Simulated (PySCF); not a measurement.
## Spinor energies of Nb³²⁺ (niobium, charge +32)

Start: [He] 2s2 2p5; 2p1/2 filled at m_j = -1/2, +1/2; 2p3/2 filled at m_j = -1/2, +1/2, +3/2. Calculated with PySCF 2.14 in an even-tempered Gaussian basis (17 s from 12 bohr⁻², ratio 2.4; 12 p from 16 bohr⁻², ratio 2.4; 5 d from 62 bohr⁻², ratio 2.6; 4 f from 93 bohr⁻², ratio 2.6): generalised Hartree-Fock with the X2C-1e Hamiltonian and a Gaussian nucleus; one run each with spin-orbit coupling (SO) switched off, then screened by Boettger's factors.

```
spinor shell  electrons  ε, spin-free (eV)  ε, screened SO (eV)  weight of nominal j (screened SO)  rms radius, screened SO (bohr)
       1s1/2          2           -21019.7             -21017.0                              1.000                          0.0414
       2s1/2          2            -4483.4              -4482.6                              1.000                           0.166
       2p1/2          2            -4225.1              -4293.4                              0.995                           0.144
       2p3/2          3            -4225.1              -4192.2                              0.996                           0.147
```

```
   quantity    spin-free  screened SO
E (hartree)  -2928.02818  -2929.55870
        M_J          3/2          3/2
       ⟨J²⟩        3.750        3.750
       ⟨L²⟩        2.000        2.002
       ⟨S²⟩        0.750        0.752
```

Each row is a mean over spinors that exchange with the open shell spreads, by up to 32.365 eV (2s1/2).

Breit and QED terms are absent; they matter most for the inner s and p1/2 levels.

Densities and radii are taken from the X2C orbitals without a picture-change correction, which distorts them close to the nucleus.

Without spin-orbit coupling the j labels of p, d and f shells carry no meaning; the spin-free column gives the mean over the occupied spinors of each nl shell.
